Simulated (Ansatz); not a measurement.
Consider the ligand exchange at the Si–S bond: `SC[SiH2]SS` + CH₃OH → `CO[SiH2]CS` + `SS`.

Program: Ansatz. Geometries: PBE0-D4/def2-TZVP. ΔE: electronic, gas phase. CBS: MP2 limit from def2 TZ/QZ plus the TZ coupled-cluster correction, frozen cores. This one scheme is used for every species. DFT in def2-TZVPP. B3LYP here is the variant with VWN-RPA as its local correlation; programs differ in this. One conformer a species, not always the lowest.

```
             level  ΔE (kJ/mol)  difference from CCSD(T)/CBS
            PBE-D4        -29.5                          9.2
           PBE0-D4        -32.0                          6.7
             B3LYP        -46.9                         -8.2
     HF/def2-TZVPP        -56.7                        -18.0
    MP2/def2-TZVPP        -38.2                          0.5
SCS-MP2/def2-TZVPP        -43.2                         -4.5
   CCSD/def2-TZVPP        -45.3                         -6.6
     HF/def2-QZVPP        -58.3                        -19.6
SCS-MP2/def2-QZVPP        -41.8                         -3.1
    CCSD/CBS(def2)        -42.0                         -3.3
       CCSD(T)/CBS        -38.7                            0
```

Largest T1 diagnostic among the species: 0.011.

In def2-TZVPP, CCSD(T) changes the Hartree–Fock value by +14.7 kJ/mol (the triples alone add +3.3 kJ/mol) and MP2 by +18.5 kJ/mol. The D4 term adds +3.4 kJ/mol with B3LYP and +1.8 kJ/mol with PBE0; it sums over pairs of atoms, weighted by their polarisabilities, and B3LYP, whose exchange is more repulsive, gets the larger term.
